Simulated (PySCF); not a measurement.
# Spin–spin coupling constants

Molfile (atoms numbered from 1):
```
C2H10AsBO
     RDKit          3D

 15 14  0  0  0  0  0  0  0  0999 V2000
   -2.7731   -0.0174   -0.3040 C   0  0  0  0  0  0  0  0  0  0  0  0
   -1.5746   -0.7138   -0.3435 O   0  0  0  0  0  0  0  0  0  0  0  0
   -0.4429    0.1087   -0.2139 C   0  0  0  0  0  0  0  0  0  0  0  0
    0.8550   -0.8488   -0.2231 B   0  0  0  0  0  0  0  0  0  0  0  0
    2.5644    0.3163   -0.1929 As  0  0  0  0  0  4  0  0  0  0  0  0
   -2.9101    0.5295    0.6528 H   0  0  0  0  0  0  0  0  0  0  0  0
   -3.5965   -0.7394   -0.4101 H   0  0  0  0  0  0  0  0  0  0  0  0
   -2.8540    0.7268   -1.1246 H   0  0  0  0  0  0  0  0  0  0  0  0
   -0.5148    0.7033    0.7252 H   0  0  0  0  0  0  0  0  0  0  0  0
   -0.4268    0.8579   -1.0393 H   0  0  0  0  0  0  0  0  0  0  0  0
    1.0554   -1.4661   -1.2604 H   0  0  0  0  0  0  0  0  0  0  0  0
    1.0385   -1.5211    0.7822 H   0  0  0  0  0  0  0  0  0  0  0  0
    3.8503   -0.4680   -0.1695 H   0  0  0  0  0  0  0  0  0  0  0  0
    2.8719    1.2474   -1.3431 H   0  0  0  0  0  0  0  0  0  0  0  0
    2.8457    1.2671    0.9485 H   0  0  0  0  0  0  0  0  0  0  0  0
  1  2  1  0
  2  3  1  0
  3  4  1  0
  4  5  1  0
  1  6  1  0
  1  7  1  0
  1  8  1  0
  3  9  1  0
  3 10  1  0
  4 11  1  0
  4 12  1  0
  5 13  1  0
  5 14  1  0
  5 15  1  0
M  CHG  2   4  -1   5   1
M  END
```

Indirect spin–spin couplings were computed at B3LYP/pcJ-1 (pcSseg-1 on As) (spin–dipole term only in couplings to heteroatoms) (PySCF 2.14.0 with density-fitted response routines) on a PBE0-D3(BJ)/def2-SVP structure, for the isolated molecule, without vibrational or relativistic corrections. Couplings are averaged over pairs made equivalent by symmetry, fast rotation or ring inversion, so a value needn't be that of the named pair in this geometry, while other rotamers aren't included; one pair stands for each set, and the list holds those of at least 1.5 Hz over up to four bonds, among pairs with at least one C or B or H atom (others weren't computed).

Isotopes: ¹³C, ¹H, ¹¹B, ¹⁷O. Couplings to quadrupolar nuclei such as 17O and 33S are rarely resolved in practice.

| pair | bonds | J (Hz) |
| --- | --- | --- |
| C1, O2 | 1 | ? |
| C1, H6 | 1 | ? |
| O2, C3 | 1 | ? |
| C3, B4 | 1 | ? |
| C3, H9 | 1 | 131.1 |
| B4, H11 | 1 | 123.1 |
| C1, C3 | 2 | -3.8 |
| O2, B4 | 2 | -14.1 |
| O2, H6 | 2 | -6.9 |
| O2, H9 | 2 | -3.3 |
| C3, H11 | 2 | -4.2 |
| B4, H9 | 2 | ? |
| H6, H7 | 2 | -10.9 |
| H9, H10 | 2 | -10.0 |
| H11, H12 | 2 | -10.1 |
| H13, H14 | 2 | -4.2 |
| C1, B4 | 3 | 8.5 |
| C1, H9 | 3 | 3.2 |
| O2, H11 | 3 | -2.0 |
| C3, H6 | 3 | ? |
| C3, H13 | 3 | 4.3 |
| H9, H11 | 3 | 11.6 |
| H9, H12 | 3 | ? |
| H11, H13 | 3 | ? |

Question: Estimate the withheld couplings, with signs.

Answer: 
- ¹J(C1,O2) = 26.0 Hz (bond length 1.387 Å)
- ¹J(C1,H6) = 143.1 Hz (bond length 1.111 Å, sp3 carbon)
- ¹J(O2,C3) = 27.5 Hz (bond length 1.405 Å)
- ¹J(C3,B4) = 66.1 Hz (bond length 1.613 Å)
- ²J(B4,H9) = -4.6 Hz (angle at C3 112°)
- ³J(C3,H6) = 6.2 Hz (mean over equivalent pairs that range from 2.7 to 13.1 Hz in this conformer)
- ³J(H9,H12) = 4.8 Hz (dihedral angle 48°)
- ³J(H11,H13) = 8.8 Hz (mean over equivalent pairs that range from -1.2 to 27.5 Hz in this conformer)

Relativistic effects of the heavier atoms present are left out.
